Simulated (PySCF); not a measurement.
1,1,1-trifluorohexane, C₆H₁₁F₃.
SMILES with atom numbers: `[CH3:1][CH2:2][CH2:3][CH2:4][CH2:5][C:6]([F:7])([F:8])[F:9]` (hydrogens: H10, H11, H12 on C1; H13, H14 on C2; H15, H16 on C3; H17, H18 on C4; H19, H20 on C5)

Level: PBE0/pcSseg-1 in PySCF, non-relativistic, on one gas-phase PBE0-D3(BJ)/def2-SVP geometry that isn't relaxed in the solvent. The solvent is an IEF-PCM continuum (cavity from Bondi-type radii × 1.2). Specific hydrogen bonds and non-electrostatic terms are outside this model.

Gas phase at PBE0/pcSseg-1: HOMO -9.30 eV, LUMO 1.31 eV, dipole 2.46 D.

**Question.** What does the continuum do to the energy, the frontier levels and the dipole at PBE0/pcSseg-1 in tetrahydrofuran and acetone?

**Answer.** 
```json
{"solvent": "tetrahydrofuran", "ε": "7.426", "E(solvent) − E(gas) (kJ/mol)": "-9.34", "polarisation term (kJ/mol)": "-10.15", "distortion of the solute (kJ/mol)": "0.81", "HOMO (eV)": "-8.98", "LUMO (eV)": "1.63", "dipole (D)": "2.73"}
{"solvent": "acetone", "ε": "20.49", "E(solvent) − E(gas) (kJ/mol)": "-10.71", "polarisation term (kJ/mol)": "-11.80", "distortion of the solute (kJ/mol)": "1.09", "HOMO (eV)": "-8.95", "LUMO (eV)": "1.67", "dipole (D)": "2.77"}
```

Polarisation term: ½ Σ q·V over the induced surface charges. Distortion: the rise of the solute's own energy as its density leaves the gas-phase optimum. From tetrahydrofuran to acetone the lowering changes by a factor 1.15, Onsager's factor (ε − 1)/(2ε + 1) by 1.15 and ε itself by 2.8.

**Question.** Which radius a makes the point-dipole formula ΔE = −[(ε − 1)/(2ε + 1)]·μ²/a³ give the value in acetone, with the gas-phase dipole?

**Answer.** μ = 0.968 au and |ΔE| = 0.00408 Eh give a = 2.51 Å; the farthest nucleus lies 4.25 Å from the centroid of the nuclei, so such a sphere wouldn't even hold the nuclei. The formula assumes a rigid point dipole at the centre of a sphere.

**Question.** Which Hirshfeld charges (PBE0/pcSseg-1) respond most in acetone (means over atoms taken as equivalent)?

**Answer.** 
```
      atoms              environment  gas (e)  solvent (e)  change
    H19/H20       methylene hydrogen   +0.049       +0.055  +0.006
   F7/F8/F9  fluorine of a CF3 group   -0.095       -0.101  -0.006
    H15/H16       methylene hydrogen   +0.035       +0.038  +0.003
         C1            methyl carbon   -0.113       -0.115  -0.002
         C3         chain CH2 carbon   -0.062       -0.061  +0.001
         C5         chain CH2 carbon   -0.093       -0.091  +0.002
         C4         chain CH2 carbon   -0.069       -0.069   0.000
    H17/H18       methylene hydrogen   +0.035       +0.034  -0.001
         C2         chain CH2 carbon   -0.062       -0.062   0.000
         C6               CF3 carbon   +0.260       +0.259  -0.001
H10/H11/H12          methyl hydrogen   +0.039       +0.039   0.000
    H13/H14       methylene hydrogen   +0.036       +0.036   0.000
```

On an AMD EPYC 9R45 with one thread, shared host with 96 logical CPUs at a one-minute load of 49, this took 21 s wall and 1.2 GiB of memory at its peak. This is the whole shielding run at PBE0/pcSseg-1 in acetone, SCF included.

Shape of the structure used: `[CH3:1][CH2:2][CH2:3][CH2:4][CH2:5][C:6]([F:7])([F:8])[F:9]`: C1–C2–C3–C4 179°, C2–C3–C4–C5 180°, C3–C4–C5–C6 178°, C4–C5–C6–F7 -61°.
